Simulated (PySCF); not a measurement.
Compound: 2-cyclopentylethanol, C₇H₁₄O.
Structure used (PBE0-D3(BJ)/def2-SVP), in Å, numbered top down from 1:
```
atom  x, y, z in Å
O1     3.4851   -0.5301    0.1574
C2     2.3314    0.1429   -0.2738
C3     1.1292   -0.7265    0.0249
C4    -0.1921   -0.1266   -0.4269
C5    -0.5861    1.1892    0.2784
C6    -2.1288    1.1833    0.3784
C7    -2.5853   -0.0822   -0.3598
C8    -1.4046   -1.0332   -0.2068
H9     4.2454    0.0358   -0.0027
H10    2.2178    1.1220    0.2344
H11    2.3635    0.3542   -1.3636
H12    1.1000   -0.9214    1.1115
H13    1.2872   -1.7041   -0.4610
H14   -0.1281    0.0724   -1.5135
H15   -0.2072    2.0692   -0.2630
H16   -0.1325    1.2254    1.2830
H17   -2.4392    1.1324    1.4339
H18   -2.5851    2.0953   -0.0347
H19   -3.5326   -0.4882    0.0261
H20   -2.7410    0.1360   -1.4300
H21   -1.3764   -1.4436    0.8189
H22   -1.4305   -1.8889   -0.8993
```

Method: PySCF 2.14.0, PBE0-D3(BJ)/def2-SVP geometry optimisation, gas phase.

Take the most abundant isotopes and a rigid rotor. The values belong to one conformer with, in the numbering `[OH:1][CH2:2][CH2:3][CH:4]1[CH2:5][CH2:6][CH2:7][CH2:8]1`, H–O1–C2–C3 -178°, O1–C2–C3–C4 -179°, C2–C3–C4–C5 -64°, C3–C4–C5–C6 -147°, C4–C5–C6–C7 -4°, C5–C6–C7–C8 28°, C6–C7–C8–C4 -41°.

**Question.** Give the principal moments of inertia and the rotational constants in GHz.

**Answer.** Ia = 94.26, Ib = 530.04, Ic = 589.11 u·Å²; 505379 MHz·u·Å²/I gives 5361, 953.5 and 857.9 MHz, that is A = 5.3613, B = 0.9535, C = 0.8579 GHz.

**Question.** What kind of rotor is it?

**Answer.** A near-prolate asymmetric top: κ = (2 × 953.5 − 5361 − 857.9)/(5361 − 857.9) = -0.96.

**Question.** Is it planar, by Δ = Ic − Ia − Ib?

**Answer.** Not planar: Δ = Ic − Ia − Ib = -35.19 u·Å². For a rigid frame Δ = −2 Σ m c², so Σ m c² = 17.60 u·Å² lies off the ab plane: 12.55 from hydrogen and 5.05 from heavier atoms. The atom farthest from that plane is 1.44 Å away.

**Question.** Give the other two planar moments, Paa and Pbb, and the rms extents of the mass along the axes.

**Answer.** Paa = Σ m a² = (Ib + Ic − Ia)/2 = 512.44 and Pbb = Σ m b² = (Ia + Ic − Ib)/2 = 76.67 u·Å². With the mass M = 114.10 u, the rms extents √(P/M) along a, b and c are 2.12, 0.82, 0.39 Å.

**Question.** Which lines would a microwave search look for?

**Answer.** The dipole components are |μa| = 0.09 D, |μb| = 1.17 D, |μc| = 0.91 D. Intensities carry the squares of the components, which stand as 0.01 : 1.00 : 0.60 (a : b : c). Some lines, for components of 0.1 D or more:

```
type  branch         J(Ka,Kc)    MHz  lower level (cm⁻¹)
   c       Q  5(1,5) ← 5(0,5)   3782               0.905
   c       R  2(1,1) ← 1(0,1)   8222               0.060
   c       R  2(2,1) ← 1(1,1)  17037               0.207
   b       R  2(2,0) ← 1(1,1)  17039               0.207
   c       R  3(2,1) ← 2(1,1)  18665               0.335
   c       R  3(2,2) ← 2(1,2)  18944               0.325
   c       R  4(2,2) ← 3(1,2)  20348               0.521
   b       R  3(3,1) ← 2(2,0)  27712               0.776
   b       R  4(3,2) ← 3(2,1)  29520               0.957
   b       R  5(4,2) ← 4(3,1)  40247               1.942
   b       R  5(4,1) ← 4(3,2)  40247               1.942
```

**Question.** Estimate the classical rotational partition function at 50 K, 100 K and 298.15 K.

**Answer.** Point group C1, symmetry number σ = 1; q = (√π/σ)·√((kT/h)³/(ABC)), k/h = 20836.6 MHz/K: 28500 at 50 K, 80500 at 100 K, 414000 at 298.15 K.

Not checked by PBE0-D3(BJ)/def2-SVP frequencies. Constants of a rigid frame at the computed geometry: no zero-point averaging, no centrifugal distortion.

On one thread, Arm Neoverse V1 (aarch64), shared host with 32 logical CPUs at a one-minute load of 10, this took 63 s and 0.82 GiB of memory at its peak. This is the geometry optimisation.
